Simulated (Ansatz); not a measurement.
`CB(F)[CH2][AlH2]`, relaxed with RKS PBE-D4/def2-SVP in the Gaussian-basis code of Ansatz from a rough embedded geometry. The force threshold is 0.03 eV/Å; the program also tests the step.

Charge 0, multiplicity 1.

Start:

```xyz
12

C    -1.845    0.240    0.389
B    -0.656   -0.542   -0.160
F    -0.661   -1.972   -0.099
C     0.633    0.242   -0.796
Al    2.223   -0.033    0.243
H    -1.563    0.931    1.249
H    -2.349    0.836   -0.376
H    -2.603   -0.464    0.863
H     0.344    1.287   -0.829
H     0.718   -0.146   -1.855
H     2.769   -1.553    0.453
H     2.990    1.174    0.918
```

| step | energy (eV) | largest force (eV/Å) | largest move (Å) |
| --- | --- | --- | --- |
| 1 | -12162.8277 | 2.522 | 0.000 |
| 2 | -12163.1351 | 1.164 | 0.131 |
| 3 | -12163.1941 | 0.562 | 0.095 |
| 4 | -12163.2063 | 0.443 | 0.072 |
| 5 | -12163.2156 | 0.080 | 0.026 |
| 6 | -12163.2232 | 0.035 | 0.113 |
| 7 | -12163.2254 | 0.181 | 0.180 |
| 8 | -12163.2301 | 0.108 | 0.039 |
| 9 | -12163.2375 | 0.128 | 0.200 |
| 10 | -12163.2444 | 0.074 | 0.109 |
| 11 | -12163.2461 | 0.222 | 0.151 |
| 12 | -12163.2485 | 0.110 | 0.021 |
| 13 | -12163.2497 | 0.066 | 0.109 |
| 14 | -12163.2527 | 0.032 | 0.041 |
| 15 | -12163.2529 | 0.043 | 0.014 |
| 16 (rejected) | -12163.2526 | 0.089 | 0.076 |
| 17 | -12163.2540 | 0.022 | 0.038 |
| 18 | -12163.2549 | 0.042 | 0.098 |
| 19 | -12163.2553 | 0.071 | 0.045 |
| 20 | -12163.2557 | 0.042 | 0.022 |
| 21 | -12163.2560 | 0.043 | 0.021 |
| 22 | -12163.2562 | 0.010 | 0.014 |
| 23 | -12163.2562 | 0.013 | 0.032 |

End:

```xyz
12

C    -1.707    0.345    0.531
B    -0.700   -0.479   -0.359
F    -0.987   -1.792   -0.552
C     0.611    0.071   -0.980
Al    2.042   -0.116    0.370
H    -1.318    1.327    0.865
H    -2.626    0.539   -0.067
H    -2.042   -0.234    1.417
H     0.550    1.167   -1.156
H     0.937   -0.476   -1.888
H     3.175   -1.232    0.194
H     2.065    0.881    1.625
```

Hardware: 4 threads of an AMD EPYC 7B13 on a shared host. Wall time 25 s, peak host memory 0.18 GiB.
